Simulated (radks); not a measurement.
Species: Al VI. Configuration: [He] 2s2 2p4 (the NIST ground configuration). All-electron calculation, non-relativistic Kohn-Sham, PBEsol, spin-unpolarised, spherical densities, point nucleus. Program: a radial shooting solver on a logarithmic mesh with Libxc functionals.

Radial electron density D(r) = 4 pi r^2 rho(r):

r (bohr)  D(r) (e/bohr)
0.008505          1.027
0.009437          1.234
0.01039           1.459
0.01153           1.744
0.01269           2.051
0.01408           2.435
0.0155            2.844
0.01706           3.309
0.01893           3.881
0.02083           4.476
0.02312           5.194
0.02545           5.925
0.02824           6.787
0.03108           7.641
0.03421           8.539
0.03796           9.544
0.04179           10.48
0.04637           11.47
0.05104           12.33
0.05664           13.16
0.06234           13.78
0.06862           14.24
0.07614           14.51
0.08382           14.51
0.093             14.23
0.1024            13.72
0.1136            12.92
0.125             12.01
0.1376            11.00
0.1527            9.898
0.1681            8.977
0.1865            8.187
0.2053            7.730
0.2278            7.580
0.2508            7.761
0.2761            8.204
0.3063            8.875
0.3372            9.545
0.3741            10.16
0.4118            10.50
0.457             10.49
0.503             10.09
0.5537            9.316
0.6144            8.123
0.6763            6.807
0.7504            5.301
0.826             3.969
0.9166            2.709
1.009             1.778
1.111             1.087
1.232            0.5850
1.356            0.3026
1.505            0.1335
1.657           0.05638
1.838           0.01951
2.024          0.006440

D(r) has 2 maxima, at r = 0.0799, 0.432 bohr, and minima at 0.226 bohr, inside which lie 2.23 electrons.
